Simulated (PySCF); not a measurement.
## Basis-set dependence of Tl2 at CCSD(T)

PySCF, UHF reference; triplet, unpaired electrons σ ↑, π ↑; De to Tl + Tl without counterpoise correction. Frozen cores follow the default of each basis and core potential.

```tsv
basis	relativity	functions	Re (Å)	ωe (cm⁻¹)	De (eV)	frozen orbitals
cc-pVDZ-PP	scalar-relativistic core potentials	46	3.159	82.1	0.97	8
def2-SVP	scalar-relativistic core potentials	52	3.152	82.9	0.97	8
def2-SVPD	scalar-relativistic core potentials	64	3.150	82.4	1.00	8
def2-TZVPP	scalar-relativistic core potentials	100	3.104	81.9	1.07	8
```

Problem. How does each smaller set differ from the one with most functions, def2-TZVPP?

Solution. cc-pVDZ-PP: +5.5 pm, +0.2 % in ωe, -0.10 eV in De; def2-SVP: +4.8 pm, +1.2 % in ωe, -0.10 eV in De; def2-SVPD: +4.6 pm, +0.6 % in ωe, -0.07 eV in De. All at CCSD(T); the set with most functions is neither the basis-set limit nor always the best.

Correlated steps freeze 8 core orbitals. Correlated levels converge slowly with the basis: in double zeta they bind strong bonds too weakly, by up to about 1 eV, and carry superposition errors of some tenths. Spin–orbit coupling is left out, which matters for elements this heavy, above all for dissociation energies. The state is the lowest determinant that a PBE0 search found; another state may lie lower at other levels.
